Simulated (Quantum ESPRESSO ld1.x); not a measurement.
Species: the platinum ion Pt3.75+. Configuration: [Kr] 4d10 4f14 5s1.25 5p6 5d7 (fractional occupations, a model configuration). Method: scalar-relativistic Kohn-Sham, PBE, spin-unpolarised, spherical densities, point nucleus; computed with ld1.x of Quantum ESPRESSO 7.5.

Normalised radial functions P(r) = r R(r), r in bohr:

```
   r/bohr * 4d (the largest magnitude, 1.57, reaches the edge; | marks zero)
0.0009832                             *
 0.001301                             *
 0.001735                             *
 0.002296                             *
 0.003038                             *
 0.004019                             *
  0.00536                             *
 0.007093                             *
 0.009384                             *
  0.01252                             *
  0.01656                             |*
  0.02191                             |*
  0.02923                             |  *
  0.03867                             |    *
  0.05116                             |       *
   0.0677                             |           *
  0.09029                             |               *
   0.1195                             |               *
   0.1581                             |          *
   0.2108                           * |
    0.279            *                |
   0.3691  *                          |
   0.4923   *                         |
   0.6513           *                 |
   0.8618                     *       |
     1.14                           * |
    1.521                             *
    2.012                             *
    2.663                             *
    3.551                             *
    4.699                             *
```

4d: eigenvalue -357.65 eV, 1 radial node at r = 0.204 bohr, <r> = 0.468 bohr, 90 % of the charge inside 0.698 bohr.
